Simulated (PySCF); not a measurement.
Al(GeH3)(H)(OMe) (CH7AlGeO), SMILES C[O][AlH][GeH3].

Coordinates come from a B3LYP-D3(BJ)/def2-SVP optimisation. The structure was generated by enumeration; whether it is a known compound was not checked. Other conformers were not sampled.

All values below come from TDDFT-PBE/def2-SVPD run with PySCF.

Vertical excitations. Isolated molecule, no solvent.

```csv
state,energy (eV),λ (nm),f,main pairs
S1,4.27,290,0.004,HOMO→LUMO 99 %
S2,5.12,242,0.044,HOMO−1→LUMO 89 %
S3,5.22,237,0.000,HOMO−2→LUMO 99 %
S4,5.51,225,0.120,HOMO→LUMO+1 86 %
S5,5.81,213,0.039,HOMO→LUMO+2 91 %
S6,5.92,209,0.004,HOMO−1→LUMO+1 98 %
S7,6.06,204,0.004,HOMO−3→LUMO 97 %
S8,6.23,199,0.000,HOMO−1→LUMO+2 99 %
S9,6.24,199,0.008,HOMO−4→LUMO 79 %
S10,6.37,195,0.007,"HOMO−2→LUMO+1 69 %, HOMO→LUMO+3 28 %"
T1,3.84,323,0,HOMO→LUMO 98 %
T2,4.46,278,0,HOMO−1→LUMO 99 %
T3,4.95,250,0,HOMO−2→LUMO 97 %
T4,5.03,247,0,HOMO→LUMO+1 97 %
```
Triplets are in the Tamm–Dancoff approximation, which puts them higher than full response would, so one can lie above its singlet here.
